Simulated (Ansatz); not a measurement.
Ansatz (a first-principles code) input file for CrF4, SMILES [F][Cr-]([F])([F])[F] (connectivity only; charge and spin as stated), charge -1, multiplicity 4, PBE/def2-SVPD. Geometry: B3LYP-D3(BJ)/def2-SVPD. A frequency run showed that this geometry is not a minimum. The multiplicity is an assumed one; other spin states were not compared.

Ansatz 0.2 input:
```yaml
crystal:
  periodic: [false, false, false]
  atoms:
    - {symbol: Cr, position_ang: [0.00000000, 0.00000000, 0.00000000]}
    - {symbol: F, position_ang: [0.94639154, 0.94639153, 1.23856755]}
    - {symbol: F, position_ang: [0.94639153, -0.94639153, -1.23856756]}
    - {symbol: F, position_ang: [-0.94639153, 0.94639154, -1.23856755]}
    - {symbol: F, position_ang: [-0.94639154, -0.94639154, 1.23856756]}
basis:
  gaussian:
    orbitals: def2-SVPD
hamiltonian:
  xc: {name: PBE}
total_charge: -1
magnetization: {spin_polarized: true, initial_magnetization: 3}
```

Program output:

```
WARN ansatz: RAYON_NUM_THREADS=1 ignored (pool sized by the plan → 1); use --threads N
Functional definition: PBE
integrals: 0.06 GiB planned
1135 factors; their error is unknown
mean field: 0.50 GiB planned
mean field evaluation 1: about -39268.4367 eV, gradient 1.1e1 eV
mean field evaluation 2: about -39265.4965 eV, gradient 3.4e1 eV
mean field evaluation 4: about -39269.0096 eV, gradient 2.3e0 eV
mean field evaluation 8: about -39268.9886 eV, gradient 1.2e-2 eV
mean field evaluation 16: about -39268.9886 eV, gradient 9.4e-6 eV
mean field evaluation 32: about -39268.2939 eV, gradient 2.5e-5 eV
mean field evaluation 64: about -39268.3034 eV, gradient 3.0e-1 eV
mean field -39268.98862419 eV, -1443.1087144623 hartree, gradient 9.1e-6 eV, S^2 3.767281; 6 other end points of the search recorded, 0 dependent functions left out
reference -39268.98867327 eV, -1443.1087162663 hartree; 32, 29 occupied and 94, 97 virtual orbitals, 1135 factors
Total energy: -39268.98867327 eV, -1443.1087162663 hartree
```

The run converged.
